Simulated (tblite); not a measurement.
Species: C6H8P2.
SMILES: `Cc1pccpc1C`

Level: GFN2-xTB in tblite, geometry and Hessian alike; calculated harmonic values, unscaled, isolated species. The method is semi-empirical: single wavenumbers can be off by several per cent or more.

Harmonic wavenumbers (cm⁻¹): 105.4, 123.4, 153.7, 229.2, 303.9, 309.4, 332.6, 359.8, 368.6, 388.9, 521.0, 573.9, 621.4, 727.6, 752.5, 845.7, 886.6, 923.4, 979.0, 997.8, 1017.2, 1090.0, 1103.9, 1190.9, 1197.4, 1325.8, 1362.0, 1395.0, 1404.8, 1467.7, 1472.3, 1480.7, 1485.3, 1488.9, 2987.3, 2990.6, 2992.3, 2999.4, 3003.6, 3005.3, 3014.5, 3016.7.

A = 1756, B = 1729, C = 880.8 MHz; mass 142.010 u (most abundant isotopes); point group C2v, symmetry number 2.

**Question.** What is the zero-point energy?

**Answer.** ½Σν̃ = 26498 cm⁻¹ = 75.76 kcal/mol.

**Question.** Entropy at 500 K, 1 bar (ideal gas, RRHO, classical rotation)?

**Answer.** Translation 43.36, rotation 29.34, vibration 38.78: S = 111.5 cal/(mol K).

**Question.** And Cp and H(500 K) − H(0)?

**Answer.** Cp = 49.76 cal/(mol K), of which vibrations give 41.81 (their classical limit is 42 R = 83.5); H(500 K) − H(0) = 14.68 kcal/mol without the zero-point energy, 10.70 from vibrations.

**Question.** What must be added to the electronic energy to get the Gibbs energy at 500 K and 1 bar?

**Answer.** ZPE + [H(500 K) − H(0)] − T·S = 75.76 + 14.68 − 55.74 = 34.70 kcal/mol.

**Question.** Blend soft modes into free rotors: weight 1/[1 + (100 cm⁻¹/ν̃)⁴] for the oscillator and the rest for a rotor with moment μB/(μ + B), μ = h/(8π²ν), B = 10⁻⁴⁴ kg m². What vibrational entropy results?

**Answer.** 37.93 cal/(mol K) in place of 38.78, which changes −T·S at 500 K by +0.43 kcal/mol.

Hindered rotation and anharmonicity are outside this model.
